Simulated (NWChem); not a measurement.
# PbHSBr, singlet; SMILES [Pb]([SH])[Br]

```xyz
4

Pb     0.4867    -0.5320     0.0000
Br    -0.2408     1.9968     0.0000
S     -1.8779    -1.4697     0.0000
H     -1.4364    -2.7497     0.0000
```
Atoms are numbered in this order, from 1.

Program: NWChem. Low-valent species are run as closed-shell singlets; no triplet was tried in these runs. The geometry was optimised at PBE0/def2-SVP. def2 effective core potentials on Pb; no spin-orbit coupling.

Taking PBE/def2-TZVPD as the yardstick, which of these has the fewest basis functions while keeping “highest occupied level (eV)” within 0.2 eV of it: PBE/def2-SVP; PBE/def2-TZVPP; PBE/def2-SVPD; PBE/def2-TZVP?

PBE/def2-SVPD.
| level | basis functions | highest occupied level (eV) | relative time (rough) |
|---|---|---|---|
| PBE/def2-SVP | 81 | -6.15 | 1 |
| PBE/def2-SVPD | 108 | -6.42 | 2 |
| PBE/def2-TZVP | 141 | -6.33 | 5 |
| PBE/def2-TZVPP | 154 | -6.33 | 5 |
| PBE/def2-TZVPD | 168 | -6.39 | 7 |

The yardstick is one finite set, not the basis-set limit.
